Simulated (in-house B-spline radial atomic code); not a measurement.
## Excitations of neutral strontium by several methods

Full response, energies in eV; labels give the largest channel, * marks a mixed state, a dash one above the method's threshold, and an imaginary frequency an unstable closed-shell reference. Computed with a B-spline radial code for spherical atoms: linear response of the closed shell [Kr] 5s2 with each method's own kernel (bare exchange for TDHF, static screening on G0W0 levels for BSE, the adiabatic kernel for functionals); scalar-relativistic (spin-free one-electron X2C), finite nucleus, no spin-orbit coupling, no double excitations, S, P, D and F terms only; shells from n = 3 respond.

```
           method  5s → 5p 3P  5s → 4d 3D  5s → 4d 1D  α (bohr³)
             TDHF   imaginary       1.810       2.739      232.8
   BSE on G0W0@HF       2.006       3.060       3.869      169.5
         LDA VWN5           ?           ?           ?          ?
              PBE       1.542       1.529       2.296      195.7
             PBE0       1.425       1.653       2.380      202.9
  B3LYP (VWN-RPA)       1.806       1.817       2.422        187
        CAM-B3LYP       1.723       1.949       2.517      190.1
          LC-wPBE       1.022       1.782       2.441      222.5
            wB97X       2.173       2.322       2.613      182.4
            HSE06       1.544       1.620       2.362      194.8
        BHandHLYP       1.697       1.962       2.536      195.7
             BLYP       1.867       1.723       2.368      183.1
           PBEsol           ?           ?           ?          ?
             BP86       1.622       1.498       2.314      186.3
LDA exchange-only       1.175       1.514       2.556      196.9
            B97-1       1.798       1.932       2.374      198.3
             RPBE       1.358       1.370       2.197      208.4
             OLYP       1.304       1.285       2.046      221.8
```

Q: What does PBEsol give?

A: 5s → 5p 3P: 1.561; 5s → 4d 3D: 1.551; 5s → 4d 1D: 2.309; α: 191.4 (eV, bohr³).

Q: What does LDA VWN5 give?

A: 5s → 5p 3P: 1.897; 5s → 4d 3D: 1.811; 5s → 4d 1D: 2.399; α: 178.6 (eV, bohr³).

Q: How do the methods fare for 5s → 5p 3P against experiment?

A: The measured term average is 1.823 eV (NIST). Among the methods with a real root, errors run from -0.80 eV (LC-wPBE) to +0.35 eV (wB97X); B3LYP (VWN-RPA) is closest (-0.02 eV).

Q: How do the methods fare for 5s → 4d 3D against experiment?

A: The measured term average is 2.263 eV (NIST). Among the methods with a real root, errors run from -0.98 eV (OLYP) to +0.80 eV (BSE on G0W0@HF); wB97X is closest (+0.06 eV).
